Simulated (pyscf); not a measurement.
Structures and frequencies: ωB97X-D3(BJ)/def2-SVP in PySCF. MP2 and CC: frozen core, UHF for open shells. ΔMP2 is the change of the MP2 total energy from the triple- to the quadruple-zeta basis. Singlets are restricted, triplets unrestricted.

Singlet (Å):
```xyz
3

F      1.4458     2.1738    -0.1875
Pb     1.1512     0.2564    -0.8484
Cl    -0.5379    -0.3946     0.8211
```

Triplet (Å):
```xyz
3

F      1.3016    -1.5210    -0.2908
Pb     0.1155    -0.0540    -1.1444
Cl    -0.5547     2.2499    -0.3684
```

Q: For these two minima of `[F][Pb][Cl]`, which spin state lies lower at CCSD(T)/def2-TZVPP + ΔMP2(QZVPP), and by how much (electronic energies)?

A: The singlet, by 88.0 kcal/mol. Zero-point energy shifts E(triplet) − E(singlet) by -0.4 kcal/mol. 

E(triplet) − E(singlet) by level (kcal/mol):

```tsv
level	gap
ωB97X-D3(BJ)/def2-TZVP	+87.2
PBE/def2-TZVP	+80.5
r²SCAN/def2-TZVP	+80.4
B3LYP-D3(BJ)/def2-TZVP	+82.8
PBE0-D3(BJ)/def2-TZVP	+82.1
M06-2X/def2-TZVP	+81.7
ωB97M-D3(BJ)/def2-TZVP	+85.0
HF/def2-TZVP	+74.5
MP2/def2-QZVPP	+94.3
CCSD/def2-TZVPP	+86.2
CCSD(T)/def2-TZVPP	+86.2
CCSD(T)/def2-TZVPP + ΔMP2(QZVPP)	+88.0
```

The triplet is the lowest one reached from the SCF start used. The CCSD(T) − MP2 part came from Ansatz, without density fitting, on the same reference. The frozen core leaves the outer d or s,p core shells of the metals and heavy elements correlated in the MP2 and CC values, and def2-TZVPP describes them poorly, which can shift differences by a few kcal/mol. Elements past Kr carry the def2 core potentials, without spin-orbit coupling.
